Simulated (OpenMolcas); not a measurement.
**Cr V: effect of the level shift or regulariser**

```
Program             : OpenMolcas
Basis               : ANO-RCC-VTZP [6s5p3d2f1g]
Scalar Hamiltonian  : DKH2, point nucleus
Active space        : 2 electrons in 5 orbitals (3d)
State averaging     : 2S+1 = 3 even, 10 roots; 2S+1 = 1 even, 15 roots
Spin-orbit coupling : state interaction with AMFI integrals over the reference wave functions, term energies averaged over their components
```

Methods on the same reference wave functions:
A. CASSCF
B. SS-CASPT2, IPEA 0.25 Eh, imaginary shift 0.1 Eh (closed shells correlated: 3s 3p)
C. SS-CASPT2, IPEA 0.25 Eh, real shift 0.2 Eh (closed shells correlated: 3s 3p)
D. SS-CASPT2, IPEA 0.25 Eh, sigma2 regulariser 0.3 Eh (closed shells correlated: 3s 3p)

Energies in cm-1 above 3d2 3F2, the measured ground level; measured values from Sugar and Corliss, J. Phys. Chem. Ref. Data 6, 317 (1977).

```csv
Level,A,B,C,D,Measured
3d2 3F2,0.0,0.0,0.0,0.0,0.0
3d2 3F3,505,509,509,509,508
3d2 3F4,1153,1157,1157,1157,1142
3d2 1D2,16452,12920,12930,12920,13188
3d2 3P0,19267,16080,16080,16080,15492
3d2 3P1,19445,16260,16260,16260,15677
3d2 3P2,19838,16650,16650,16650,16041
3d2 1G4,25239,22480,22480,22480,22019
3d2 1S0,61249,52150,52170,52150,51146
```

Deviations, from unrounded energies. A percentage is the sum of absolute deviations over the sum of measured energies, with the sign that they share, or ± where signs differ.

```json
{"Against measurement": "mean absolute deviation (cm-1)", "Levels": "8", "A": "3500", "B": "440", "C": "440", "D": "440"}
{"Against measurement": "fine structure of the ground term (%)", "Levels": "2", "A": "±0.9", "B": "+1.0", "C": "+1.0", "D": "+1.0"}
{"Against measurement": "other terms of the ground configuration (%)", "Levels": "6", "A": "+20.9", "B": "±2.6", "C": "±2.6", "D": "±2.6"}
```

B, C, D lie about equally close to measurement and A furthest from it. The largest miss of D in the table is 3d2 1S0, by +1000 cm-1. The ranking rests on the paired levels alone, and a cruder setting can come out closer through cancelling errors.

Among B to D the level of the table that moves most is 3d2 1S0, by 23 cm-1 (lowest in D, highest in C). Moves below CASPT2's spread within the term are not significant.

The two smallest mean deviations differ by little beside CASPT2's spread within terms, so their order carries little weight.

From A to B the spin-free energies of the other terms of 3d2 shown, above 3F, scale by factors of 0.78 to 0.89, as is usual when dynamic correlation screens the repulsion within a d or f shell.

The lowest spin-free term lies below A's lowest term by 0.300 hartree in B, 0.299 hartree in C, 0.300 hartree in D.

Term energies are means over components that CASPT2 splits; among the terms shown or strongly mixed into the levels shown the widest spread is 820 cm-1 (3d2 1G, D). Without dynamic correlation excited terms often stand tens of per cent too high (terms of higher spin than the ground term too low), and those without a measured partner can miss by more than the paired ones (holds for A). Computed and measured levels are paired by configuration, term and J; levels that our copy of the source lacks, or whose pairing is in doubt (as where it misses far off the trend of its configuration), stay unpaired and out of the deviations. Levels of configurations outside the active space are missing.
